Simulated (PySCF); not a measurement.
Job file and geometry (Å, from GFN2-xTB) of an NMR shielding run on `FC(F)C1=CC=CBC[SiH+]1`, [C₆H₈BF₂Si]+, PySCF 2.14.0, density-fitted response routines, GIAO PBE0/pcSseg-1 NMR shielding, non-relativistic, gas phase; density fitting, a coarse starting grid and PySCF grid level 2 are the driver's defaults:

```
$ OMP_NUM_THREADS=1 python probes_run.py task.json out

{"job": {"kind": "nmr", "xc": "PBE0", "basis": "pcSseg-1"}, "charge": 1, "multiplicity": 1}
F      2.621390    -1.541914    -1.381601
C      2.469534    -0.884411    -0.201962
F      2.392580    -1.848142     0.745289
C      1.162206    -0.128827    -0.249227
C      1.019961     1.065946     0.361298
C     -0.146121     1.915352     0.376519
C     -1.448277     1.569089     0.458265
B     -2.126541     0.205138     0.667251
C     -1.770739    -1.125979    -0.149435
Si    -0.185833    -1.060792    -1.144745
H      3.364266    -0.277089    -0.012805
H      1.897846     1.500835     0.828349
H      0.109136     2.969583     0.399702
H     -2.128571     2.414873     0.510481
H     -2.980005     0.127071     1.460089
H     -1.733651    -1.943427     0.580061
H     -2.628138    -1.377837    -0.782926
H      0.102196    -1.573151    -2.476259
```

Problem. Write the output of this run.

Solution. 
```
coarse grid: 16360 points
cycle   1  E = -746.2593681794  dE =  1.648e+00  |g| = 7.842e-01  |ddm| = 3.973e+00
cycle   2  E = -746.1280995536  dE =  1.313e-01  |g| = 1.147e+00  |ddm| = 1.617e+00
cycle   3  E = -746.3869166049  dE = -2.588e-01  |g| = 1.132e-01  |ddm| = 1.016e+00
cycle   4  E = -746.3890709326  dE = -2.154e-03  |g| = 7.310e-02  |ddm| = 1.635e-01
cycle   5  E = -746.3904647389  dE = -1.394e-03  |g| = 1.106e-02  |ddm| = 6.715e-02
cycle   6  E = -746.3904889925  dE = -2.425e-05  |g| = 4.039e-03  |ddm| = 1.363e-02
cycle   7  E = -746.3904928128  dE = -3.820e-06  |g| = 1.456e-03  |ddm| = 4.338e-03
final grid: 156568 points
cycle   8  E = -746.4605989573  dE = -4.825e-05  |g| = 8.987e-03  |ddm| = 3.573e-02
cycle   9  E = -746.4605870217  dE =  1.194e-05  |g| = 1.194e-02  |ddm| = 1.753e-02
cycle  10  E = -746.4606189095  dE = -3.189e-05  |g| = 1.315e-03  |ddm| = 9.896e-03
cycle  11  E = -746.4606192294  dE = -3.199e-07  |g| = 4.200e-04  |ddm| = 1.273e-03
cycle  12  E = -746.4606192700  dE = -4.053e-08  |g| = 1.889e-04  |ddm| = 5.551e-04
cycle  13  E = -746.4606192784  dE = -8.475e-09  |g| = 3.893e-05  |ddm| = 1.890e-04
cycle  14  E = -746.4606192788  dE = -3.761e-10  |g| = 1.076e-05  |ddm| = 5.071e-05
converged SCF energy = -746.4606192788

GIAO shielding tensors (ppm)
atom      isotropic    diamagn.    paramagn.     s11        s22        s33       span
  0 F      291.417     471.869    -180.451    197.873    329.738    346.642    148.769
  1 C       62.793     237.797    -175.004     49.995     65.239     73.145     23.150
  2 F      248.839     473.496    -224.656    166.904    238.820    340.794    173.889
  3 C       35.736     265.128    -229.392    -36.905     23.717    120.397    157.303
  4 C       18.130     255.629    -237.499    -95.808     -2.661    152.859    248.667
  5 C       35.848     255.842    -219.994    -70.680     24.499    153.726    224.406
  6 C       28.217     259.844    -231.626    -97.144     19.163    162.633    259.776
  7 B       31.826     191.236    -159.409    -27.255     -4.766    127.501    154.756
  8 C      133.120     262.172    -129.052     78.070    136.572    184.717    106.647
  9 Si      11.426     881.922    -870.496   -229.598    -58.256    322.131    551.729
 10 H       24.860      27.084      -2.225     22.863     23.613     28.103      5.240
 11 H       23.348      31.516      -8.168     19.507     22.891     27.645      8.138
 12 H       24.088      28.756      -4.668     20.992     24.409     26.863      5.871
 13 H       23.707      28.012      -4.305     20.771     23.771     26.580      5.809
 14 H       24.089      28.162      -4.074     20.901     24.837     26.528      5.627
 15 H       28.001      29.916      -1.915     23.708     26.142     34.155     10.447
 16 H       27.444      27.767      -0.323     23.286     25.297     33.749     10.463
 17 H       22.729      27.692      -4.963     20.281     22.817     25.089      4.808
```

Size and cost of the density-fitted run: 217 basis functions, 47 s wall time on 1 thread of an Arm Neoverse V1, shared host; peak memory 0.98 GiB.
